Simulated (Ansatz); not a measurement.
ClGeH3Se (`[Cl][GeH2][SeH]`): the same geometry under several functionals.

```yaml
crystal:
  periodic: [false, false, false]
  atoms:
    - {symbol: Cl, position_ang: [-2.294850, 0.686406, -0.319816]}
    - {symbol: Ge, position_ang: [-0.274434, -0.034132, -0.441498]}
    - {symbol: Se, position_ang: [0.596485, 0.273439, 1.716965]}
    - {symbol: H, position_ang: [-0.336039, -1.516021, -0.834297]}
    - {symbol: H, position_ang: [0.455735, 0.818186, -1.487677]}
    - {symbol: H, position_ang: [1.895203, -0.291878, 1.320122]}
basis:
  gaussian: {orbitals: def2-TZVPP}
hamiltonian: {xc: lda}
output: {orbitals: {seedname: orbitals}}
```

```sh
$ ansatz run in.yaml --threads 2 --pin off --events-out ev --progress --plain --max-ram 32768MiB --backend cpu
```

Output, abridged:

```
Functional definition: SPW92
1216 factors; their error is unknown
mean field evaluation 1: about -134220.1340 eV, gradient 3.4e1 eV
mean field evaluation 2: about -134220.0560 eV, gradient 4.0e1 eV
mean field evaluation 4: about -134221.4468 eV, gradient 2.3e0 eV
mean field evaluation 8: about -134221.4152 eV, gradient 3.1e-2 eV
mean field -134221.41515970 eV, -4932.5460285761 hartree, gradient 3.8e-5 eV, S^2 0.000000; 0 other end points of the search recorded, 0 dependent functions left out
reference -134221.41519557 eV, -4932.5460298945 hartree; 43, 43 occupied and 137, 137 virtual orbitals, 1216 factors
Total energy: -134221.41519557 eV, -4932.5460298945 hartree
```

It took 1.2 s on 2 threads of a server CPU on a shared host, with 0.25 GiB of host memory at the peak.

Changing it to `hamiltonian: {xc: {name: BLYP}, dispersion: d4}` (abridged; 1.9 s):

```
Functional definition: BLYP
mean field evaluation 16: about -134443.7930 eV, gradient 8.7e-5 eV
mean field -134443.79302092 eV, -4940.7182642430 hartree, gradient 8.7e-5 eV, S^2 0.000000
Total energy: -134444.12048559 eV, -4940.7302983473 hartree
```

With the line `hamiltonian: {xc: {name: BHLYP}, dispersion: d4}` (abridged; 3.7 s):

```
Functional definition: BHLYP
mean field evaluation 16: about -134440.6936 eV, gradient 6.0e-5 eV
mean field -134440.69356491 eV, -4940.6043613355 hartree, gradient 6.0e-5 eV, S^2 0.000000
Total energy: -134440.92479510 eV, -4940.6128588881 hartree
```

The same input with `hamiltonian: {xc: {name: r2SCANh}, dispersion: d4}` (abridged; 5.5 s):

```
Functional definition: r2SCANh
mean field evaluation 16: about -134439.9226 eV, gradient 4.9e-5 eV
mean field -134439.92260957 eV, -4940.5760292492 hartree, gradient 4.9e-5 eV, S^2 0.000000
Total energy: -134439.95935739 eV, -4940.5773797065 hartree
```

Changing it to `hamiltonian: {xc: {name: LC-wPBE}}` (abridged; 3.1 s):

```
Functional definition: LC-wPBE
mean field evaluation 16: about -134421.8736 eV, gradient 7.1e-5 eV
mean field -134421.87355056 eV, -4939.9127385648 hartree, gradient 7.1e-5 eV, S^2 0.000000
Total energy: -134421.87355057 eV, -4939.9127385651 hartree
```

With the line `hamiltonian: {xc: {name: B3LYP}, dispersion: d4}` and forces (abridged; 4.9 s):

```
Functional definition: B3LYP
mean field evaluation 16: about -134444.3028 eV, gradient 3.8e-5 eV
mean field -134444.30283010 eV, -4940.7369993848 hartree, gradient 3.8e-5 eV, S^2 0.000000
Total energy: -134444.55609529 eV, -4940.7463067089 hartree
Atom 0 force    -0.317742     0.110918     0.010384 eV/Å
Atom 1 force     0.186168    -0.126658    -0.226472 eV/Å
Atom 2 force     0.063782     0.047728     0.246819 eV/Å
Atom 3 force     0.004699    -0.009973    -0.016030 eV/Å
Atom 4 force     0.006982    -0.003390    -0.017809 eV/Å
Atom 5 force     0.056111    -0.018625     0.003107 eV/Å
Dipole moment:     0.379049    -0.177554    -0.170633 e Å
```

B3LYP takes the VWN-RPA correlation (the form of Gaussian; ORCA's B3LYP/G).
